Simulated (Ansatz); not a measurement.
Program: Ansatz. Geometries: PBE0-D4/def2-TZVP. ΔE: electronic, gas phase. CCSD(T)/CBS adds triple-zeta CCSD(T) − MP2 to the extrapolated MP2 energy (def2 sets, frozen cores). This one scheme is used for every species, atoms too. Functionals use def2-TZVPP. HSE06 is defined as in plane-wave codes. No spin–orbit coupling; open shells (•) take unrestricted orbitals. Spin–orbit coupling would lower the free atoms: a little for B, C; strongly for I. def2 core potentials past Kr. Bonds to I are less sure, by a few kJ/mol each and by 10 to 20 or more in all where they break to atoms, as the def2 sets lack core-valence functions.

Reaction (atomization): `IC1BC1` → B• + 2 C• + 4 H• + I•

`IC1BC1`:

Z-matrix (Å, degrees):
```
C
B 1 1.514
C 1 1.525 2 60.5
I 1 2.127 2 102.1 3 109.3
H 1 1.080 2 135.3 3 -110.8
H 2 1.182 1 147.4 3 -179.0
H 3 1.085 1 121.6 2 115.9
H 3 1.092 1 112.2 2 -106.5
```

CCSD(T)/CBS gives +683.4 kcal/mol.

Question: Another level gave +695.6 kcal/mol. Which?
A. PBE/def2-TZVPP
B. r2SCAN0-D4/def2-TZVPP
C. HSE06/def2-TZVPP
D. PBE0-D4/def2-TZVPP

Answer: D. PBE0-D4 695.6, PBE 702.8, HSE06 692.9, r2SCAN0-D4 682.7 kcal/mol.

Largest T1 diagnostic among the species: 0.014.

The D4 term adds +6.7 kcal/mol with B3LYP and +3.4 kcal/mol with PBE0; it sums over pairs of atoms, weighted by their polarisabilities, and B3LYP, whose exchange is more repulsive, gets the larger term. In def2-TZVPP, CCSD(T) changes the Hartree–Fock value by +162.4 kcal/mol (the triples alone add +11.9 kcal/mol) and MP2 by +179.5 kcal/mol; breaking electron pairs costs correlation energy, which Hartree–Fock lacks.

B3LYP here is the variant with VWN-RPA as its local correlation; programs differ in this.

For atomizations the MP2-based limit and the directly extrapolated one differ by several kJ/mol either way, and by 10 to 25 for some Ge, Se and Sn compounds, so smaller differences from it don't rank the levels.
